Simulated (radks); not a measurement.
Species: Sc3+. Configuration: [Ar] (the NIST ground configuration).

Method: scalar-relativistic Kohn-Sham, PBE, spin-polarised, spherical densities, finite nucleus; Fermi nuclear charge, rms radius 3.4776 fm; computed with a radial shooting solver on a logarithmic mesh with Libxc functionals.

Energy parts (eV):
| part | energy |
|---|---|
| total | -20746.462 |
| kinetic | 20905.902 |
| electron-nucleus | -48704.323 |
| Hartree | 8087.944 |
| exchange-correlation | -1035.984 |

Orbitals (lengths in bohr, moments of r in powers of bohr; r(90%) holds 90 % of the orbital's charge):
| orbital | occ. | eigenvalue (eV) | <r^4> | <r^2> | r(90%) | <1/r> |
|---|---|---|---|---|---|---|
| 1s | 2 | -4429.810 | 0.0001327 | 0.007177 | 0.130 | 20.77 |
| 2s | 2 | -507.5312 | 0.03444 | 0.1396 | 0.534 | 4.296 |
| 2p | 6 | -421.4081 | 0.02832 | 0.1169 | 0.507 | 4.199 |
| 3s | 2 | -86.4298 | 2.608 | 1.280 | 1.57 | 1.327 |
| 3p | 6 | -64.6025 | 3.751 | 1.490 | 1.72 | 1.208 |

The highest occupied level is 3p at -64.603 eV. Summed over all electrons, <r^2> = 12.50 bohr^2, which gives a Langevin (diamagnetic) susceptibility term of -9.9 x 10^-6 cm^3/mol. The electron density at the nucleus is 7300 e/bohr^3 (large components only).
